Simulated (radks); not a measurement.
Results of a calculation; reference values are marked as such.
The sulfur anion S-, [Ne] 3s2 3p5, held by a Watson sphere: a shell of charge +1.02 at radius R that stands for the Madelung well of a crystal (potential energy -1.02/R inside, -1.02/r outside, in hartree with lengths in bohr). Level of theory: non-relativistic Kohn-Sham, r2SCAN, spin-polarised, spherical densities, point nucleus; open shells are filled with parallel spins first; meta-GGA in the generalised Kohn-Sham scheme (a radial shooting solver on a logarithmic mesh with Libxc functionals).

| R (bohr) | e(3s down) (eV) | e(3p up) (eV) | e(3p down) (eV) | <r> 3p (bohr) | sum of <r^2> (bohr^2) | X-ray form factor at sin(theta)/lambda = 0.1 1/angstrom |
|---|---|---|---|---|---|---|
| 1.91 | -18.313 | -8.818 | -7.789 | 2.063 | 33.64 | 14.897 |
| 2.07 | -18.019 | -8.623 | -7.609 | 2.089 | 34.38 | 14.861 |
| 2.4 | -17.427 | -8.182 | -7.194 | 2.140 | 35.83 | 14.792 |
| 2.42 | -17.392 | -8.154 | -7.168 | 2.143 | 35.91 | 14.788 |
| 2.45 | -17.340 | -8.112 | -7.128 | 2.147 | 36.04 | 14.783 |
| 2.55 | -17.169 | -7.972 | -6.994 | 2.162 | 36.44 | 14.764 |
| 4.04 | -15.074 | -6.032 | -5.101 | 2.312 | 40.80 | 14.597 |
| 4.37 | -14.716 | -5.677 | -4.749 | 2.332 | 41.41 | 14.579 |
| 4.6 | -14.485 | -5.448 | -4.520 | 2.345 | 41.78 | 14.569 |
